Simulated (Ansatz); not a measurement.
**A correction line for r2SCAN-D4/def2-TZVPP: vertical ionisation energy**

The vertical ionisation energy (cation less neutral) in eV of 6 molecular compounds of Sb: x at r2SCAN-D4/def2-TZVPP, y at CCSD(T)/def2-TZVPP. Shapes, held fixed at every level: PBE0-D4/def2-TZVP. Flexible molecules stand in one conformer, not always the lowest. Programs: Ansatz 0.2.0.

| molecule | x (eV) | y (eV) |
| --- | --- | --- |
| C2H8ClOSbSi (SMILES CC[O][Sb]([SiH3])[Cl]) | 8.69 | 8.91 |
| Sb(SiH3)2F | 8.97 | 9.11 |
| SiH3(SbCl2) | 9.04 | 9.22 |
| SbH2(CH3) | 9.20 | ? |
| SiH3(SbH2) | 9.25 | 9.29 |
| SbHF2 (SMILES [F][SbH][F]) | 10.66 | 10.90 |

Q: Fit y = c + s·x to the known rows and predict y for SbH2(CH3).

A: 
1. Means of the 5 rows: x = 9.3220, y = 9.486.
2. Σ(Δx)² = 2.3983, Σ(Δx·Δy) = 2.4774, so the slope is 2.4774/2.3983 = 1.033.
3. Intercept: 9.486 − (1.033) × 9.3220 = -0.144. The largest residual of the fit is 0.12.
4. SbH2(CH3): -0.144 + 1.033 × 9.20 = 9.36 eV.

CCSD(T)/def2-TZVPP gives 9.28 eV, so the prediction is off by +0.08 eV, within the largest residual. Uncorrected, r2SCAN-D4/def2-TZVPP misses SbH2(CH3) by -0.08 eV, and the other rows by 0.16 on average. The line doesn't help this one. SbHF2 lies far out in x and weighs most in the slope. Left out in turn, the other rows are missed by 0.18 eV on average, worse than no correction. Cations run unrestricted. For atoms past krypton def2 sets carry core potentials with scalar relativity. Outer-core shells of Sb are correlated, in sets that cover them unevenly.
